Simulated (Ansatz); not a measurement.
CH6MgOSi, SMILES [CH3][Mg][O][SiH3]. Atoms are numbered in the order given.

```xyz
10

Mg    -0.7722     0.6642     0.5492
C     -1.9738     1.6116     1.9581
H     -2.3077     0.9145     2.7449
H     -2.8799     2.0414     1.4989
H     -1.4413     2.4369     2.4600
O      0.2718    -0.1591    -0.6738
Si     1.2147    -0.9014    -1.7828
H      0.4094    -1.7842    -2.6908
H      2.2576    -1.7633    -1.1333
H      1.9337     0.0906    -2.6497
```
Charge 0, spin multiplicity 1.

Coordinates come from a PBE0-D3(BJ)/def2-SVP optimisation. The structure was generated by enumeration; whether it is a known compound was not checked. One conformer was computed; it need not be the lowest.

Two levels are set side by side: PBE-D3(BJ)/def2-SVP (Ansatz, a first-principles code) and PBE0-D3(BJ)/def2-SVP (Ansatz). Each level has its own optimised geometry; the coordinates shown are those of the second. Differences are taken from unrounded values.

| quantity | PBE0-D3(BJ) | PBE-D3(BJ) | PBE-D3(BJ) minus PBE0-D3(BJ) |
|---|---|---|---|
| mean bond length (Å) | 1.481 | 1.492 | 0.011 |
| bond Mg1–C2 (Å) | 2.080 | 2.089 | 0.009 |
| bond Mg1–O6 (Å) | 1.807 | 1.821 | 0.015 |
| bond O6–Si7 (Å) | 1.634 | 1.650 | 0.016 |
| bond C2–H3 (Å) | 1.103 | 1.110 | 0.007 |
| bond C2–H4 (Å) | 1.103 | 1.110 | 0.007 |
| bond C2–H5 (Å) | 1.103 | 1.110 | 0.007 |
| bond Si7–H8 (Å) | 1.501 | 1.512 | 0.011 |
| bond Si7–H9 (Å) | 1.501 | 1.512 | 0.011 |
| bond Si7–H10 (Å) | 1.501 | 1.512 | 0.011 |

GGA bonds tend to be longer and softer than those of functionals with exact exchange. Differences between two approximate levels are no errors against the true value.
